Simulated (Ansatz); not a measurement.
Single points on dimethylphenylsulfonium hydroxide, `C[S+](C)c1ccccc1.[OH-]`.

```yaml
crystal:
  periodic: [false, false, false]
  atoms:
    - {symbol: C, position_ang: [1.881348, 0.512414, 1.211086]}
    - {symbol: S, position_ang: [1.399242, -0.802854, 0.032956]}
    - {symbol: C, position_ang: [1.563317, -0.232414, -1.698007]}
    - {symbol: C, position_ang: [-0.470532, -0.275108, 0.114686]}
    - {symbol: C, position_ang: [-1.344132, -1.280773, 0.552400]}
    - {symbol: C, position_ang: [-2.722883, -1.028064, 0.662625]}
    - {symbol: C, position_ang: [-3.230490, 0.238033, 0.333647]}
    - {symbol: C, position_ang: [-2.358726, 1.249297, -0.105623]}
    - {symbol: C, position_ang: [-0.982511, 0.992536, -0.214075]}
    - {symbol: H, position_ang: [1.028066, 0.749045, 1.874305]}
    - {symbol: H, position_ang: [2.751175, 0.090560, 1.741109]}
    - {symbol: H, position_ang: [2.176515, 1.419315, 0.646302]}
    - {symbol: H, position_ang: [2.298802, -0.926275, -2.136122]}
    - {symbol: H, position_ang: [0.578379, -0.255761, -2.200312]}
    - {symbol: H, position_ang: [1.964911, 0.799949, -1.706708]}
    - {symbol: H, position_ang: [-0.937995, -2.273999, 0.810028]}
    - {symbol: H, position_ang: [-3.403311, -1.822886, 1.006475]}
    - {symbol: H, position_ang: [-4.309331, 0.439683, 0.418091]}
    - {symbol: H, position_ang: [-2.755323, 2.243430, -0.366188]}
    - {symbol: H, position_ang: [-0.308496, 1.797319, -0.554122]}
    - {symbol: O, position_ang: [3.339838, -1.216083, -0.078489]}
    - {symbol: H, position_ang: [3.842155, -0.417383, -0.344065]}
basis:
  gaussian: {orbitals: def2-TZVP}
magnetization: {spin_polarized: true, initial_magnetization: 2}
hamiltonian: {xc: pbe0, dispersion: d4}
scf: {omitted_lower_state_checks: [starts]}
output: {orbitals: {seedname: orbitals}}
```

The file start.molden holds the orbitals of an earlier run on this structure, at another level or in another basis.

```sh
$ ansatz run in.yaml --threads 4 --pin off --events-out ev --progress --plain --max-ram 6963MiB
```

Output, abridged:

```
Functional definition: PBE0
2390 factors; their error is unknown
mean field evaluation 1: about -21328.4862 eV, gradient 7.4e1 eV
mean field evaluation 2: about -21178.5484 eV, gradient 1.7e2 eV
mean field evaluation 4: about -21344.9732 eV, gradient 4.2e1 eV
mean field evaluation 8: about -21355.2175 eV, gradient 6.3e0 eV
mean field evaluation 16: about -21355.4923 eV, gradient 5.1e-1 eV
mean field evaluation 32: about -21355.5078 eV, gradient 1.8e-1 eV
mean field -21355.50806249 eV, -784.8004460133 hartree, gradient 1.6e-5 eV, S^2 2.057135; 0 other end points of the search recorded, 0 dependent functions left out
reference -21355.50810331 eV, -784.8004475134 hartree; 43, 41 occupied and 345, 347 virtual orbitals, 2390 factors
Total energy: -21356.08935828 eV, -784.8218082396 hartree
Checks for a lower state left out: starts
```

Hardware: 4 threads of Intel Xeon 6975P-C on a shared host. Wall time 76 s, peak host memory 2.2 GiB.

First input, but with `gaussian: {orbitals: def2-TZVP, initial_orbitals: start.molden}`, `hamiltonian: {xc: pbe, dispersion: d4}` (abridged; 16 s):

```
Functional definition: PBE
mean field evaluation 16: about -21354.0569 eV, gradient 8.5e-2 eV
mean field evaluation 32: about -21354.0598 eV, gradient 2.3e-6 eV
mean field -21354.05982540 eV, -784.7472242818 hartree, gradient 2.3e-6 eV, S^2 2.016530
Total energy: -21354.74060829 eV, -784.7722425916 hartree
Checks for a lower state left out: starts
```

Geometry: PBE-D4/def2-SVP, that of the neutral singlet.

At PBE-D4/def2-TZVP the gap within one spin of the charge 0 triplet nearly closes, so an electron or hole may be smeared out by delocalisation error. At PBE0-D4/def2-TZVP a singlet of charge 0 lies 4.16 eV below the triplet at the same geometry.
